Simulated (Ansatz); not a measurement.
Ansatz (an electronic-structure program) input (revPBE/def2-TZVPD):

Ansatz 0.2 input:
```yaml
crystal:
  periodic: [false, false, false]
  atoms:
    - {symbol: C, position_ang: [-2.31071278, -0.74072958, 0.55884399]}
    - {symbol: C, position_ang: [-0.81743622, -1.06648569, 0.72537649]}
    - {symbol: C, position_ang: [0.09254407, -0.10139320, 0.03844941]}
    - {symbol: C, position_ang: [0.12231708, 1.33152170, 0.46438876]}
    - {symbol: C, position_ang: [-0.48827850, 2.29877475, -0.56515987]}
    - {symbol: C, position_ang: [1.10810650, -0.59431584, -0.93872282]}
    - {symbol: C, position_ang: [2.35446195, -1.19483572, -0.25871685]}
    - {symbol: H, position_ang: [-2.93031247, -1.46236306, 1.09570732]}
    - {symbol: H, position_ang: [-2.59713018, -0.76018506, -0.49431802]}
    - {symbol: H, position_ang: [-2.54271875, 0.25197087, 0.94871263]}
    - {symbol: H, position_ang: [-0.59555988, -1.09171072, 1.80320970]}
    - {symbol: H, position_ang: [-0.62956762, -2.07814897, 0.35486033]}
    - {symbol: H, position_ang: [-0.40381597, 1.45030666, 1.41621057]}
    - {symbol: H, position_ang: [1.15996474, 1.64153472, 0.64868714]}
    - {symbol: H, position_ang: [0.02306967, 2.22027911, -1.52626386]}
    - {symbol: H, position_ang: [-1.54290874, 2.07451017, -0.73148741]}
    - {symbol: H, position_ang: [-0.40751380, 3.33416726, -0.22600499]}
    - {symbol: H, position_ang: [0.66557032, -1.35856616, -1.58745412]}
    - {symbol: H, position_ang: [1.42748144, 0.22196711, -1.59395346]}
    - {symbol: H, position_ang: [2.84670422, -0.45336264, 0.37359532]}
    - {symbol: H, position_ang: [2.08273084, -2.04350896, 0.37166828]}
    - {symbol: H, position_ang: [3.07799348, -1.54210876, -0.99992407]}
basis:
  gaussian:
    orbitals: def2-TZVPD
hamiltonian:
  xc: {name: revPBE}
magnetization: {spin_polarized: true, initial_magnetization: 1}
output: {forces: true}
```

Output:

```
Functional definition: revPBE
integrals: 0.50 GiB planned
1983 factors; their error is unknown
0.60 GiB of the device are held for the grids
3.02 GiB of device memory are held for the factors and their scratch space
mean field: 4.05 GiB planned
mean field evaluation 1: about -7477.2934 eV, gradient 7.3e1 eV
mean field evaluation 2: about -7411.6115 eV, gradient 1.3e2 eV
mean field evaluation 4: about -7502.4940 eV, gradient 1.2e1 eV
mean field evaluation 8: about -7503.2038 eV, gradient 4.4e-1 eV
mean field evaluation 16: about -7503.1072 eV, gradient 9.9e-4 eV
mean field -7503.10722045 eV, -275.7341045627 hartree, gradient 7.3e-5 eV, S^2 0.754031; 0 other end points of the search recorded, 0 dependent functions left out
the calculation of the forces begins
reference -7503.10730400 eV, -275.7341076331 hartree; 29, 28 occupied and 365, 366 virtual orbitals, 1983 factors
Total energy: -7503.10730400 eV, -275.7341076331 hartree
Atom 0 at    -2.310713    -0.740730     0.558844 Å, force     0.018523    -0.036346     0.025219 eV/Å
Atom 1 at    -0.817436    -1.066486     0.725376 Å, force    -0.049710     0.049279    -0.054125 eV/Å
Atom 2 at     0.092544    -0.101393     0.038449 Å, force    -0.004074    -0.004059    -0.001364 eV/Å
Atom 3 at     0.122317     1.331522     0.464389 Å, force    -0.035628    -0.004523    -0.061853 eV/Å
Atom 4 at    -0.488279     2.298775    -0.565160 Å, force     0.018672     0.011118     0.030057 eV/Å
Atom 5 at     1.108107    -0.594316    -0.938723 Å, force     0.023395    -0.010120     0.057200 eV/Å
Atom 6 at     2.354462    -1.194836    -0.258717 Å, force    -0.012358     0.002101    -0.034263 eV/Å
Atom 7 at    -2.930312    -1.462363     1.095707 Å, force    -0.189757    -0.201729     0.150930 eV/Å
Atom 8 at    -2.597130    -0.760185    -0.494318 Å, force    -0.101596    -0.012097    -0.285624 eV/Å
Atom 9 at    -2.542719     0.251971     0.948713 Å, force    -0.097227     0.249942     0.110738 eV/Å
Atom 10 at    -0.595560    -1.091711     1.803210 Å, force     0.052138    -0.024943     0.317746 eV/Å
Atom 11 at    -0.629568    -2.078149     0.354860 Å, force     0.042547    -0.296418    -0.086298 eV/Å
Atom 12 at    -0.403816     1.450307     1.416211 Å, force    -0.132888     0.053304     0.279436 eV/Å
Atom 13 at     1.159965     1.641535     0.648687 Å, force     0.287875     0.110554     0.065364 eV/Å
Atom 14 at     0.023070     2.220279    -1.526264 Å, force     0.127203     0.007508    -0.271304 eV/Å
Atom 15 at    -1.542909     2.074510    -0.731487 Å, force    -0.285570    -0.031278    -0.060422 eV/Å
Atom 16 at    -0.407514     3.334167    -0.226005 Å, force     0.019779     0.303655     0.084954 eV/Å
Atom 17 at     0.665570    -1.358566    -1.587454 Å, force    -0.114585    -0.220480    -0.203538 eV/Å
Atom 18 at     1.427481     0.221967    -1.593953 Å, force     0.101217     0.212205    -0.204118 eV/Å
Atom 19 at     2.846704    -0.453363     0.373595 Å, force     0.158693     0.186699     0.173427 eV/Å
Atom 20 at     2.082731    -2.043509     0.371668 Å, force    -0.044046    -0.240177     0.170987 eV/Å
Atom 21 at     3.077993    -1.542109    -0.999924 Å, force     0.217399    -0.104196    -0.203149 eV/Å
Dipole moment:     0.020288    -0.013185     0.011787 e Å
```

It need not be the lowest isomer of its formula.
